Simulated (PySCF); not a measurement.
Two species compared at the same levels of theory.

First species: C6H8NOS (charge +1).
SMILES with atom numbers: `[CH3:1][C:2](=[O:3])[c:4]1[cH:5][n+:6]([CH3:7])[cH:8][s:9]1` (hydrogens: H10, H11, H12 on C1; H13 on C5; H14, H15, H16 on C7; H17 on C8)

Cartesian coordinates in Å at the GFN2-xTB level; atoms count from 1:
```
atom  x, y, z in Å
C1    -1.0981   -0.8168    2.8934
C2    -0.4489    0.2517    2.0817
O3    -0.0975    1.3285    2.4732
C4    -0.2241   -0.0897    0.6328
C5     0.3851    0.7301   -0.2705
N6     0.4736    0.1960   -1.5146
C7     1.0869    0.8935   -2.6168
C8    -0.0541   -1.0151   -1.5930
S9    -0.6906   -1.5689   -0.1340
H10   -0.4786   -1.7127    2.9010
H11   -1.2310   -0.4667    3.9137
H12   -2.0681   -1.0783    2.4730
H13    0.7695    1.7118   -0.0524
H14    1.0124    0.3024   -3.5267
H15    0.5912    1.8530   -2.7703
H16    2.1391    1.0822   -2.3980
H17   -0.0739   -1.5889   -2.5023
```

Second species: N-methylpyridinium, C6H8N (charge +1).
Structure used (GFN2-xTB), in Å, numbered top down from 1:
```
atom  x, y, z in Å
C1     2.1171   -0.2565   -0.1033
N2     0.6843   -0.0723   -0.0414
C3    -0.1104   -1.1500   -0.0188
C4    -1.4820   -1.0244    0.0475
C5    -2.0465    0.2450    0.0922
C6    -1.2046    1.3490    0.0783
C7     0.1610    1.1566    0.0105
H8     2.4945   -0.5893    0.8658
H9     2.3700   -1.0124   -0.8464
H10    2.6121    0.6755   -0.3668
H11    0.3692   -2.1176   -0.0547
H12   -2.0987   -1.9088    0.0624
H13   -3.1170    0.3700    0.1375
H14   -1.5994    2.3517    0.1175
H15    0.8463    1.9916   -0.0020
```

Levels: PBE0/def2-SVPD for HOMO energy, LUMO energy, HOMO–LUMO gap, static isotropic polarisability and electronic spatial extent ⟨r²⟩ about the centre of nuclear charge; TDDFT PBE0/def2-SVPD for lowest singlet excitation; TDA PBE0/def2-SVPD for lowest triplet excitation (Tamm–Dancoff); GFN2-xTB for rotational constant A and rotational constant C. Geometries: GFN2-xTB. Each structure is a single optimised conformer of the isolated species, non-relativistic unless stated; the electronic structure was computed with PySCF and density fitting.

Dipoles, sizes and rotational constants follow the conformer. The torsions of the flexible species, by atom-mapped SMILES:
- `[CH3:1][C:2](=[O:3])[c:4]1[cH:5][n+:6]([CH3:7])[cH:8][s:9]1`: C1–C2–C4–C5 -178°

Values for the first species:

```
HOMO energy                                                       : -11.84 eV
LUMO energy                                                       : -6.98 eV
HOMO–LUMO gap                                                     : 4.86 eV
Lowest singlet excitation                                         : 3.37 eV
Lowest triplet excitation (Tamm–Dancoff)                          : 2.94 eV
Static isotropic polarisability                                   : 91.0 au
Electronic spatial extent ⟨r²⟩ about the centre of nuclear charge : 1467 bohr²
Rotational constant A                                             : 2.727 GHz
Rotational constant C                                             : 0.752 GHz
```

Q: Estimate the same properties for the second species, and the change in each.

A: 
```json
{"property": "HOMO energy", "first": "-11.84 eV", "second": "-13.17 eV", "second less first": "-1.33 eV"}
{"property": "LUMO energy", "first": "-6.98 eV", "second": "-6.74 eV", "second less first": "+0.24 eV"}
{"property": "HOMO–LUMO gap", "first": "4.86 eV", "second": "6.43 eV", "second less first": "+1.57 eV"}
{"property": "lowest singlet excitation", "first": "3.37 eV", "second": "5.53 eV", "second less first": "+2.16 eV"}
{"property": "lowest triplet excitation (Tamm–Dancoff)", "first": "2.94 eV", "second": "4.14 eV", "second less first": "+1.20 eV"}
{"property": "static isotropic polarisability", "first": "91.0 au", "second": "68.0 au", "second less first": "-23.0 au"}
{"property": "electronic spatial extent ⟨r²⟩ about the centre of nuclear charge", "first": "1467 bohr²", "second": "664 bohr²", "second less first": "-803 bohr²"}
{"property": "rotational constant A", "first": "2.727 GHz", "second": "5.763 GHz", "second less first": "+3.036 GHz"}
{"property": "rotational constant C", "first": "0.752 GHz", "second": "1.835 GHz", "second less first": "+1.083 GHz"}
```

On the first: The 6 singlets span 3.37 to 6.59 eV, and their oscillator strengths add up to 0.32. S1 lies 1.49 eV below the HOMO–LUMO gap; its leading configuration is HOMO→LUMO, weight 0.86.

On the second: No computed singlet falls in the visible range (750 to 380 nm, 1.65 to 3.26 eV); S1 lies 2.27 eV above its blue end. The polarisability is 10.08 Å³ as a volume (1 au = 0.148185 Å³), or 1.36 au for each of the 50 electrons.
